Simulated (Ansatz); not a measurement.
The cluster K5⁺, relaxed as a singlet with RKS PBE/def2-SVP in Ansatz, starting from the GFN2-xTB geometry. Force threshold 0.02 eV/Å.

The restricted singlet is unstable towards broken spin symmetry in Hartree–Fock (as tested in another run); at PBE/def2-SVP this wasn't settled. The structure comes from a short search, and lower isomers may exist.

Start:

```xyz
5

K    -1.344   -3.937   -2.659
K    -1.738    3.400    2.384
K     1.794   -2.436   -1.961
K     1.775    2.900    2.108
K    -0.487    0.073    0.127
```

```tsv
step	energy (eV)	largest force component (eV/Å)	SCF passes
1	-81579.8333	0.533	16
2	-81579.9249	0.464	18
3	-81580.1166	0.234	18
4	-81580.1862	0.069	18
5	-81580.1951	0.013	18
6	-81580.1958	0.008	19
7	-81580.1962	0.007	19
8	-81580.1967	0.006	19
```

Force components are those of the run's own axes.

End:

```
atom   x (Å)   y (Å)   z (Å)
  K1  -1.639  -3.806  -2.509
  K2  -2.112   3.591   2.512
  K3   2.375  -2.590  -2.153
  K4   2.018   2.873   2.119
  K5  -0.642  -0.069   0.032
```

By distances, no bond broke or formed. The bond that changes most is K1–K3, from 3.55 to 4.21 Å (atoms count from 1).

The force fell under the threshold at step 5, but the optimiser went on. No frequencies were taken in this run, so the end may be a saddle point.

Run time 14 s (4 threads of Arm Neoverse V1 on a shared host).
